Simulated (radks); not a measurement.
Task: Coherent X-ray form factor from a spherical all-electron density. Method: scalar-relativistic Kohn-Sham, LDA (Slater exchange, Perdew-Wang correlation), spin-polarised, spherical densities, finite nucleus; Fermi nuclear charge, rms radius of each element as measured or else 0.836 A^(1/3) + 0.57 fm; computed with a radial shooting solver on a logarithmic mesh with Libxc functionals.

| sin(theta)/lambda (1/angstrom) | f0 (electrons) |
|---|---|
| 0.05 | 66.728 |
| 0.1 | 65.926 |
| 0.15 | 64.634 |
| 0.2 | 62.917 |
| 0.25 | 60.854 |
| 0.3 | 58.531 |
| 0.4 | 53.452 |
| 0.5 | 48.282 |
| 0.6 | 43.419 |
| 0.8 | 35.201 |
| 1 | 28.912 |
| 1.25 | 23.158 |
| 1.5 | 19.240 |
| 2 | 14.882 |

The species is in the configuration that NIST lists as its ground one. Which atom or ion scatters so?

Result: The mercury ion Hg13+, [Kr] 4d10 4f14 5s2 5p5. Extrapolating in s^2 from the first two rows gives f0(0) = 67.0, near the electron count 67; among species with that count, the fall with angle is slower the higher Z, and the table is that of Z = 80; from so few rows the species is fixed only to a neighbour or two.
